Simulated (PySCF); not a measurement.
Compound: C6H15NSi.
SMILES: `NC[C@@H]1CCC[SiH2]C1`

The closed-shell ground state was solved at several levels (PySCF, density fitting, gas phase, non-relativistic). One conformer (not necessarily the lowest) at the PBE0-D3(BJ)/def2-SVP geometry, without solvent, vibrations or thermal averaging.

```
         level  basis functions  total energy (Eh)  HOMO (eV)  LUMO (eV)  gap (eV)  dipole (D)
 PBE0/pcSseg-1              218          -581.3984      -6.80       1.24      8.04        2.09
B3LYP/pcSseg-1              218          -581.9033      -6.55       0.93      7.48        2.05
```

(1) Estimate the row for B3LYP/def2-SVPD, a basis of 284 functions; the other rows only guide the guess.

(2) Over all these levels, which gives the widest orbital gap and which the narrowest?

(3) How far do the dipole and the HOMO energy spread over the levels?

Results:

(1) Total energy -581.6643 Eh, HOMO -6.69 eV, LUMO 0.31 eV, gap 7.00 eV, dipole 1.98 D.

(2) PBE0/pcSseg-1 (global hybrid, 25 % exact exchange) has the widest, 8.04 eV, and B3LYP/def2-SVPD (global hybrid, 20 % exact exchange) the narrowest, 7.00 eV. Functional and basis both differ between the two, so the spread mixes both effects.

(3) The dipole runs from 1.98 to 2.09 D (mean 2.04 D) and the HOMO from -6.80 to -6.55 eV.
